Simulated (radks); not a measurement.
The numbers below are computed, except where a source is named.
Species: Br11+. Configuration: [Ar] 3d6. Level of theory: Dirac Kohn-Sham, exchange-only PBE, spin-unpolarised, spherical densities, finite nucleus; open shells fill j = l - 1/2 first; Fermi nuclear charge, rms radius 4.1629 fm (a radial shooting solver on a logarithmic mesh with Libxc functionals).

Unscreened Slater integrals over Kohn-Sham orbitals (cm^-1). Large and small components are both included.

\begin{tabular}{lr}
integral & value \\ \hline
F0(3d5/2,3d5/2) & 389940 \\
F2(3d5/2,3d5/2) & 193270 \\
F4(3d5/2,3d5/2) & 123070 \\
F0(3d5/2,3d3/2) & 390930 \\
F2(3d5/2,3d3/2) & 193650 \\
G2(3d5/2,3d3/2) & 193180 \\
G4(3d5/2,3d3/2) & 123000 \\
F0(3d5/2,3p3/2) & 377980 \\
F2(3d5/2,3p3/2) & 183740 \\
G1(3d5/2,3p3/2) & 214880 \\
G3(3d5/2,3p3/2) & 136780 \\
F0(3d5/2,3p1/2) & 381290 \\
G3(3d5/2,3p1/2) & 138770 \\
F0(3d3/2,3d3/2) & 391940 \\
F2(3d3/2,3d3/2) & 194030 \\
F0(3d3/2,3p3/2) & 378850 \\
F2(3d3/2,3p3/2) & 183840 \\
G1(3d3/2,3p3/2) & 214550 \\
G3(3d3/2,3p3/2) & 136580 \\
F0(3d3/2,3p1/2) & 382180 \\
G1(3d3/2,3p1/2) & 218820 \\
F0(3p3/2,3p3/2) & 371730 \\
F2(3p3/2,3p3/2) & 187650 \\
F0(3p3/2,3p1/2) & 374690 \\
G2(3p3/2,3p1/2) & 188680 \\
F0(3p1/2,3p1/2) & 377750 \\
\end{tabular}
